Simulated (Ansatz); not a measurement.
Start from `CC(Cl)OBF` and change one atom or group to get `COC(C)Cl`.

Ansatz, PBE0-D4/def2-TZVP geometries, multiplicity 1. Each molecule was computed in one conformer, which needn't be the lowest.

```json
{"property": "HOMO–LUMO gap (B3LYP/def2-TZVPP) / eV", "`CC(Cl)OBF`": "7.96"}
{"property": "LUMO energy (PBE0/def2-TZVPP) / eV", "`CC(Cl)OBF`": "-0.17"}
{"property": "size of the dipole moment (PBE/def2-TZVPP) / D", "`CC(Cl)OBF`": "1.93"}
{"property": "HOMO–LUMO gap (PBE0/def2-TZVPP) / eV", "`CC(Cl)OBF`": "8.49"}
{"property": "LUMO energy (PBE/def2-TZVPP) / eV", "`CC(Cl)OBF`": "-1.23"}
{"property": "size of the dipole moment (B3LYP/def2-TZVPP) / D", "`CC(Cl)OBF`": "1.97"}
```

Problem. Give the same properties after the change, and the shifts. (An estimate is asked.)

Solution. Computed: 
```json
{"property": "HOMO–LUMO gap (B3LYP/def2-TZVPP) / eV", "`COC(C)Cl`": "8.43", "shift": "0.47"}
{"property": "LUMO energy (PBE0/def2-TZVPP) / eV", "`COC(C)Cl`": "0.78", "shift": "0.95"}
{"property": "size of the dipole moment (PBE/def2-TZVPP) / D", "`COC(C)Cl`": "1.94", "shift": "0.01"}
{"property": "HOMO–LUMO gap (PBE0/def2-TZVPP) / eV", "`COC(C)Cl`": "8.98", "shift": "0.49"}
{"property": "LUMO energy (PBE/def2-TZVPP) / eV", "`COC(C)Cl`": "-0.30", "shift": "0.93"}
{"property": "size of the dipole moment (B3LYP/def2-TZVPP) / D", "`COC(C)Cl`": "1.97", "shift": "0.00"}
```

With PBE0 the HOMO rises by 0.46 eV and the LUMO rises by 0.95 eV, so the gap widens by about 0.49 eV. PBE moves the HOMO by 0.55 eV and ωB97M-V by 0.46 eV. The zero-point energy changes by 56.5 kJ/mol with +3 modes. Dipoles are sizes alone; their direction can turn.

Positive LUMOs are unbound, so they and the gaps depend on the basis.

B3LYP here is the variant with VWN-RPA as its local correlation; programs differ in this.
